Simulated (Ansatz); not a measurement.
Reaction (redistribution): `[SiH3]BCS[SiH3]` + `BS[CH2][GeH3]` → `BSCB[SiH3]` + `[SiH3]S[CH2][GeH3]`

Program: Ansatz. Geometries: PBE0-D4/def2-TZVP. ΔE: electronic, gas phase. CCSD(T)/CBS is the MP2 limit (def2-TZVPP, def2-QZVPP) plus CCSD(T) − MP2 in def2-TZVPP, frozen cores. Functionals use def2-TZVPP. For Ge outer-core shells are correlated without core-valence functions, which leaves a few kJ/mol of doubt a bond. Scalar relativity is left out up to krypton. One conformer a species, not always the lowest.

```csv
level,ΔE (kJ/mol)
ωB97M-V,2.4
B2PLYP,1.5
```

**Question.** What does CCSD(T)/CBS give? (An estimate is asked.)

**Answer.** The calculation gave: +2.1 kJ/mol. The listed levels differ from it by 0.3, -0.6 kJ/mol.

Largest T1 diagnostic among the species: 0.014.
